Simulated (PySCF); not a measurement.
## Relatives of borane,difluoromethyl: B–C bond dissociation enthalpy (kJ/mol), weakest such bond computed

Level of theory: M06-2X/def2-TZVP single points in PySCF, grid level 3; every species was optimised with PBE0-D3(BJ)/def2-SVP. Enthalpies at 298.15 K use unscaled PBE0-D3(BJ)/def2-SVP harmonic frequencies.

Starting point: `CB(F)F` (CH3BF2), 452 (CH3• + `F[B]F`).

```jsonl
{"molecule": "CB(C)F (C2H6BF)", "value": "438", "change": "-15", "site or products": "CH3• + C[B]F"}
{"molecule": "vinyldifluoroborane, C=CB(F)F (C2H3BF2)", "value": "487", "change": "34", "site or products": "[CH]=C + F[B]F"}
```

Gas phase, one low conformer a species, no spin-orbit coupling; the best conformer of a species may have been missed, which can turn small differences round.

Question: How does the value change on going from the starting point to `CCB(F)F` (C2H5BF2)?

Answer: It falls by 17 to 435 (`[CH2]C` + `F[B]F`).

Differences come from unrounded values, so a last digit can differ from that of the printed terms.
